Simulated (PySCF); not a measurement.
C₃H₂, SMILES [C]([CH2])[C] (connectivity only; charge and spin as stated), neutral, multiplicity 1. Atoms are numbered in the order given.

```xyz
5

C      0.0000     0.0000    -1.1190
C      0.0000     0.0000     0.2000
H      0.0000     0.9276    -1.6881
H      0.0000    -0.9276    -1.6881
C      0.0000     0.0000     1.4817
```
Charge 0, spin multiplicity 1.

Geometry: PBE0-D3(BJ)/def2-TZVP.

The numbers are results of PBE0/pcSseg-2 run with PySCF, not measurements.

GIAO shieldings, no solvent; atoms alike by connectivity are averaged. δ = σ(ref) − σ: ¹³C against TMS (σ = 186.1 ppm); ¹H against TMS (σ = 31.54 ppm), references at their B3LYP-D3(BJ)/def2-TZVP geometries, non-relativistic.

| nucleus | atoms | count | δ (ppm) |
|---|---|---|---|
| ¹³C | C5 | 1 | 736.5 |
| ¹³C | C2 | 1 | 252.3 |
| ¹³C | C1 | 1 | 177.9 |
| ¹H | H3, H4 | 2 | 7.67 |
